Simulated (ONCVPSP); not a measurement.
# Building the ONCV potential for germanium (LDA (Perdew-Wang 92), fully relativistic).

Input for ONCVPSP 4.0.1:

```
# ATOM AND REFERENCE CONFIGURATION
# atsym  z   nc   nv     iexc    psfile
  Ge 32.00    6    1  -001012      upf
#
#   n    l    f
    1    0    2.00
    2    0    2.00
    2    1    6.00
    3    0    2.00
    3    1    6.00
    3    2   10.00
    4    0    2.00
#
# PSEUDOPOTENTIAL AND OPTIMIZATION
# lmax
    2
#
#   l,   rc,      ep,       ncon, nbas, qcut
    0    1.50    0.00    4    7    4.40
    1    1.55    0.02    4    8    5.60
    2    1.50    0.08    4    7    6.70
#
# LOCAL POTENTIAL
# lloc, lpopt,  rc(5),   dvloc0
    0    5    1.50    0.00
#
# VANDERBILT-KLEINMAN-BYLANDER PROJECTORs
# l, nproj, debl
    0    0    2.30
    1    2    1.10
    2    1    1.20
#
# MODEL CORE CHARGE
# icmod, fcfact, rcfact
    3    5.00    1.60
#
# LOG DERIVATIVE ANALYSIS
# epsh1, epsh2, depsh
   -3.00    5.00    0.02
#
# OUTPUT GRID
# rlmax, drl
    6.00    0.01
#
# TEST CONFIGURATIONS
# ncnf
    4
# nvcnf
#   n    l    f
    2
    4    0    2.00
    4    1    2.00
#
    2
    4    0    2.00
    4    1    1.00
#
    1
    4    0    1.00
#
    2
    4    0    1.00
    4    1    2.00
#
```

Command:

```bash
oncvpspr.x < Ge.dat > Ge.out
```

The program printed (shortened: citation, most of the input echo, consistency checks and plot data are left out):

```
ONCVPSP  (Optimized Norm-Conservinng Vanderbilt PSeudopotential)
relativistic version 4.0.1

#   n    l    f        energy (Ha)
    1    0    2.00    -4.0270795D+02
    2    0    2.00    -5.1044749D+01
    2    1    6.00    -4.4366900D+01    -4.5535899D+01
    3    0    2.00    -6.8998879D+00
    3    1    6.00    -4.9251888D+00    -5.0828786D+00
    3    2   10.00    -1.8118918D+00    -1.8335607D+00
    4    0    2.00    -1.0888157D+00

Reference configufation results
  iterations    22
  all-electron total energy (Ha)   -2.09514071D+03

Begin loop to  construct optimized pseudo wave functions
and semi-local pseudopoentials for all angular momenta

Calculating optimized projector #   1

 for l=   0

    Fraction of norm inside rc  0.270553
    Optimizing pswf for qcut=   4.41 a_B^-1,  ecut=   9.70 Ha
    Residual kinetic energy error=  5.29D-04 Ha

    Energy error per electron        Cutoff
         Ha          eV             Ha
         0.01000     0.27211        6.29
         0.00100     0.02721        9.02
         0.00010     0.00272       29.77
         0.00001     0.00027       56.30

WARNING wellstate: moderately localized bound state found for n= 4 l=  1
WARNING scattering state with energy  0.05000000
WARNING will be used for the first projector

   Wellstate for l =  1  n =  5 kap= -2
     eigenvalue =   0.0500
     asymptotic potential =   0.5500
     half-point radius =  4.0955

   Wellstate for l =  1  n =  6 kap= -2
     eigenvalue =   1.1500
     asymptotic potential =   1.6500
     half-point radius =  4.0770

Calculating optimized projector #   1

 for l=   1

    Fraction of norm inside rc  0.091554
    Optimizing pswf for qcut=   5.60 a_B^-1,  ecut=  15.65 Ha
    Residual kinetic energy error=  4.06D-05 Ha

    Energy error per electron        Cutoff
         Ha          eV             Ha
         0.01000     0.27211        3.08
         0.00100     0.02721        9.42
         0.00010     0.00272       12.85
         0.00001     0.00027       74.40

Calculating optimized projector #   2

 for l=   1

    Fraction of norm inside rc  0.076702
    Optimizing pswf for qcut=   5.60 a_B^-1,  ecut=  15.65 Ha
    Residual kinetic energy error=  1.74D-03 Ha

    Energy error per electron        Cutoff
         Ha          eV             Ha
         0.01000     0.27211        6.36
         0.00100     0.02721       22.07
         0.00010     0.00272      100.35
         0.00001     0.00027      116.20

   Wellstate for l =  1  n =  4 kap=  1
     eigenvalue =   0.0200

   Wellstate for l =  1  n =  6 kap=  1
     eigenvalue =   0.3888

Calculating optimized projector #   1

 for l=   1

    Fraction of norm inside rc  0.206487
    Optimizing pswf for qcut=   5.60 a_B^-1,  ecut=  15.65 Ha
    Residual kinetic energy error=  2.45D-04 Ha

    Energy error per electron        Cutoff
         Ha          eV             Ha
         0.01000     0.27211        2.81
         0.00100     0.02721        8.55
         0.00010     0.00272       50.45
         0.00001     0.00027       86.27

Calculating optimized projector #   2

 for l=   1

    Fraction of norm inside rc  0.077910
    Optimizing pswf for qcut=   5.60 a_B^-1,  ecut=  15.65 Ha
    Residual kinetic energy error=  6.73D-03 Ha

    Energy error per electron        Cutoff
         Ha          eV             Ha
         0.01000     0.27211        7.47
         0.00100     0.02721       71.26
         0.00010     0.00272      110.89
         0.00001     0.00027      139.38

   Wellstate for l =  2  n =  5 kap= -3
     eigenvalue =   0.0800
     asymptotic potential =   0.5800
     half-point radius =  7.0045

Calculating optimized projector #   1

 for l=   2

    Fraction of norm inside rc  0.033281
    Optimizing pswf for qcut=   6.69 a_B^-1,  ecut=  22.39 Ha
    Residual kinetic energy error=  5.98D-03 Ha

    Energy error per electron        Cutoff
         Ha          eV             Ha
         0.01000     0.27211       20.16
         0.00100     0.02721       63.79
         0.00010     0.00272       79.27
         0.00001     0.00027      111.75

   Wellstate for l =  2  n =  4 kap=  2
     eigenvalue =   0.0800

Calculating optimized projector #   1

 for l=   2

    Fraction of norm inside rc  0.042460
    Optimizing pswf for qcut=   6.69 a_B^-1,  ecut=  22.39 Ha
    Residual kinetic energy error=  1.13D-02 Ha

    Energy error per electron        Cutoff
         Ha          eV             Ha
         0.01000     0.27211       23.15
         0.00100     0.02721       69.02
         0.00010     0.00272       83.07
         0.00001     0.00027      134.30

Construct Vanderbilt / Kleinmman-Bylander projectors

B matrix Hermiticity error, ll=  1  kap= -2
   1   2    3.6504D-05

  Orthonormal projector coefficients -3.5548E+01  3.8413E+00

B matrix Hermiticity error, ll=  1  kap=  1
   1   2   -8.6120D-05

  Orthonormal projector coefficients -1.7774E+01  9.2460E+00

 Orthonormal scalar projector coefficients, l =  1
 -2.9078E+01  5.0950E+00  1.0665E-02 -8.3744E-03

 Orthonormal spin-orbit projector coefficients, l =  1
 -1.5130E+01 -5.2766E-01  1.6462E-01  4.0271E-02

 Orthonormal scalar projector coefficients, l =  2
 -2.0949E+01 -1.4067E-03

 Orthonormal spin-orbit projector coefficients, l =  2
 -4.4781E-01  4.3870E-02

Model core correction analysis
  based on d2Exc/dn_idn_j

d2excae - all-electron derivatives

   -4.184293D-02

d2excps - pseudofunction derivatives with no core correction

   -6.536906D-02

rms 2nd derivative error    2.352613E-02

rmatch, rhocmatch    1.5759    0.5270

Teter function model core charge with specified parameters

d2excps - pseudofunction derivatives with core correction

   -3.689699D-02

rms 2nd derivative error    4.945941E-03

Pseudoatom total energy   -3.042623

Diagnostic tests using Vanderbilt-Kleinman-Bylander pseudopotentials
  relativistic with J = L +/- 1/2 projectors

   l  kap   rcore       rmatch      e in        delta e    norm test   slope test

   0  -1   1.5022667   1.5478788  -1.0888157  -0.0000026   1.0000019   0.9999839

   1  -2   1.5571661   1.6044450   0.0500000   0.0000169   1.0002140   1.0002140
   1   1   1.5571661   1.6044450  -0.7112153   0.0000103   1.0000816   1.0000816
   1  -2   1.5571661   1.6044450   1.1500000   0.0000208   1.0001955   1.0001955
   1   1   1.5571661   1.6044450   1.1438589   0.0000206   1.0001794   1.0001794

   2  -3   1.5022667   1.5478788   0.0800000   0.0000224   0.9999985   0.9999985
   2   2   1.5022667   1.5478788  -0.2886810   0.0000210   0.9999954   0.9999954

Diagnostic tests using Vanderbilt-Kleinman-Bylander pseudopotentials
  relativistic with scalar and spin-orbit non-local projectors

   l  kap   rcore       rmatch      e in        delta e    norm test   slope test

   0  -1   1.5022667   1.5478788  -1.0888157  -0.0000026   1.0000019   0.9999839

   1  -2   1.5571661   1.6044450   0.0500000  -0.0038768   1.0006435   1.0006435
   1   1   1.5571661   1.6044450  -0.7112153  -0.0034671   1.0004224   1.0004224
   1  -2   1.5571661   1.6044450   1.1500000  -0.0048858   1.0006784   1.0006784
   1   1   1.5571661   1.6044450   1.1438589  -0.0050653   1.0007210   1.0007210

   2  -3   1.5022667   1.5478788   0.0800000   0.0005442   0.9999918   0.9999918
   2   2   1.5022667   1.5478788  -0.2886810   0.0005459   0.9999851   0.9999851

Ghost test for J = L + 1/2

 Testing for bound ghosts
   n   l    E NL Schr. Eq   E Basis Diag.   E Cutoff

       1                       -7.376235    123.71  WARNING - GHOST(-)
   2   1       -0.735462       -0.714397    123.71

       2                       -3.484693     79.50  WARNING - GHOST(-)
   3   2       -0.328743       -0.174739     79.50

 Testing for highly-localized positive-energy ghosts
       l    <radius>/rc     E Basis Diag.   E Cutoff

Ghost test for J = L - 1/2

 Testing for bound ghosts
   n   l    E NL Schr. Eq   E Basis Diag.   E Cutoff

   2   1       -0.747131       -0.727528    123.71

       2                       -2.841371     79.50  WARNING - GHOST(-)
   3   2       -0.329017       -0.176331     79.50

 Testing for highly-localized positive-energy ghosts
       l    <radius>/rc     E Basis Diag.   E Cutoff

       1        0.524495        2.748103    123.71  WARNING - GHOST(+)

Test configuration 0

   n   l kap    f        eae           eps        diff
   1   0  -1  2.0000 -402.70794932
   2   0  -1  2.0000  -51.04474865
   2   1  -2  4.0000  -44.36690010
   2   1   1  2.0000  -45.53589937
   3   0  -1  2.0000   -6.89988792
   3   1  -2  4.0000   -4.92518883
   3   1   1  2.0000   -5.08287856
   3   2  -3  6.0000   -1.81189184
   3   2   2  4.0000   -1.83356068
   4   0  -1  2.0000   -1.08881568   -1.08881824   -2.56E-06

    Total energies and differences
      AE_ref= -2.09514071E+03  AE_tst= -2.09514071E+03  dif=  0.00E+00
      PS_ref= -3.04262251E+00  PS_tst= -3.04262251E+00  dif=  0.00E+00
      PSP excitation error=  0.00E+00

Test configuration 1

   n   l kap    f        eae           eps        diff
   1   0  -1  2.0000 -401.95955748
   2   0  -1  2.0000  -50.30592213
   2   1  -2  4.0000  -43.62686130
   2   1   1  2.0000  -44.79570503
   3   0  -1  2.0000   -6.16226315
   3   1  -2  4.0000   -4.18768729
   3   1   1  2.0000   -4.34534397
   3   2  -3  6.0000   -1.07734879
   3   2   2  4.0000   -1.09890720
   4   0  -1  2.0000   -0.43890682   -0.43364523    5.26E-03
   4   1  -2  1.3333   -0.14638722   -0.14229374    4.09E-03
   4   1   1  0.6667   -0.15353380   -0.14928232    4.25E-03

    Total energies and differences
      AE_ref= -2.09514071E+03  AE_tst= -2.09599865E+03  dif= -8.58E-01
      PS_ref= -3.04262251E+00  PS_tst= -3.89246421E+00  dif= -8.50E-01
      PSP excitation error= -8.10E-03

Test configuration 2

   n   l kap    f        eae           eps        diff
   1   0  -1  2.0000 -402.29650514
   2   0  -1  2.0000  -50.63989497
   2   1  -2  4.0000  -43.96122430
   2   1   1  2.0000  -45.13011703
   3   0  -1  2.0000   -6.49600502
   3   1  -2  4.0000   -4.52141894
   3   1   1  2.0000   -4.67907832
   3   2  -3  6.0000   -1.41017780
   3   2   2  4.0000   -1.43177077
   4   0  -1  2.0000   -0.74010417   -0.73452574    5.58E-03
   4   1  -2  0.6667   -0.41840139   -0.41341368    4.99E-03
   4   1   1  0.3333   -0.42770972   -0.42260445    5.11E-03

    Total energies and differences
      AE_ref= -2.09514071E+03  AE_tst= -2.09571815E+03  dif= -5.77E-01
      PS_ref= -3.04262251E+00  PS_tst= -3.61693288E+00  dif= -5.74E-01
      PSP excitation error= -3.14E-03

Test configuration 3

   n   l kap    f        eae           eps        diff
   1   0  -1  2.0000 -403.23875604
   2   0  -1  2.0000  -51.56266247
   2   1  -2  4.0000  -44.88589131
   2   1   1  2.0000  -46.05506319
   3   0  -1  2.0000   -7.41772728
   3   1  -2  4.0000   -5.44241618
   3   1   1  2.0000   -5.60020870
   3   2  -3  6.0000   -2.32382461
   3   2   2  4.0000   -2.34567011
   4   0  -1  1.0000   -1.50275925   -1.51714719   -1.44E-02

    Total energies and differences
      AE_ref= -2.09514071E+03  AE_tst= -2.09384659E+03  dif=  1.29E+00
      PS_ref= -3.04262251E+00  PS_tst= -1.74205526E+00  dif=  1.30E+00
      PSP excitation error= -6.45E-03

Test configuration 4

   n   l kap    f        eae           eps        diff
   1   0  -1  2.0000 -402.36220816
   2   0  -1  2.0000  -50.70310375
   2   1  -2  4.0000  -44.02433326
   2   1   1  2.0000  -45.19323770
   3   0  -1  2.0000   -6.56099137
   3   1  -2  4.0000   -4.58615354
   3   1   1  2.0000   -4.74382773
   3   2  -3  6.0000   -1.47313014
   3   2   2  4.0000   -1.49477685
   4   0  -1  1.0000   -0.77620991   -0.77207667    4.13E-03
   4   1  -2  1.3333   -0.44661646   -0.44223544    4.38E-03
   4   1   1  0.6667   -0.45647051   -0.45207324    4.40E-03

    Total energies and differences
      AE_ref= -2.09514071E+03  AE_tst= -2.09539567E+03  dif= -2.55E-01
      PS_ref= -3.04262251E+00  PS_tst= -3.29459626E+00  dif= -2.52E-01
      PSP excitation error= -2.99E-03
```

Note: ghosts flagged at negative energy: p3/2 at -200.7 eV, d5/2 at -94.8 eV, d3/2 at -77.3 eV; GHOST(+) flagged for p1/2 at 74.8 eV. A true bound ghost makes a file unfit for plane-wave use.

The run took about 3.4 s on one core of a shared server CPU.
